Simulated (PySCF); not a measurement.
These compounds are isomers of formula C4H7N3.

A. SMILES CCn1ccnn1
B. `Cn1cc(N)cn1`
C. `Cc1cnn(C)n1`

Spectrum 1. 13C{1H} NMR (computed): δ 147.3 (C), 139.0 (CH), 41.3 (CH3), 12.8 (CH3).

Spectrum 2. 13C{1H} NMR (computed): δ 138.7 (CH), 127.8 (CH), 46.5 (CH2), 20.8 (CH3).

Spectrum 3. 13C{1H} NMR (computed): δ 139.8 (C), 128.9 (CH), 115.4 (CH), 39.9 (CH3).

- geometry from GFN2-xTB
- shieldings: GIAO PBE0/pcSseg-1
- spin–spin couplings from B3LYP/pcJ-1 (spin–dipole term left out of most H,H and C,H couplings)
- program: PySCF 2.14
- one conformer, no solvent, equivalent nuclei averaged, no relativistic terms

Scale: TMS for 13C (σref 186.93) (reference shieldings calculated alike). Shifts are as computed. Against solution values, carbons near 30 ppm lie about +3 ppm off and those near 130 ppm about +5 ppm (rms about the fit 2.1 ppm; single classes can miss by 10 ppm). Of 1328 compounds with measured shifts, 309 miss one by over three times the rms of a fit or turn the order of signals round; such compounds aren't used in these exercises. Signals without a measured value on file couldn't be tested in this way; 1H shifts scatter by 0.2 ppm about their fit, and single ones miss by 0.5 ppm.

Match each spectrum to its structure.

Answers

1–C, 2–A, 3–B.

- Spectrum 1 (C): 4 13C signals; δC 41.3 is a methyl carbon bonded to N; δC 12.8 is a methyl carbon on an aromatic ring.
- Spectrum 2 (A): 4 13C signals; δC 46.5 is an sp3 CH2 bonded to N; δC 20.8 is a methyl carbon.
- Spectrum 3 (B): 4 13C signals; δC 139.8 is an aromatic carbon bearing nitrogen; δC 115.4 is an aromatic CH next to a ring nitrogen.
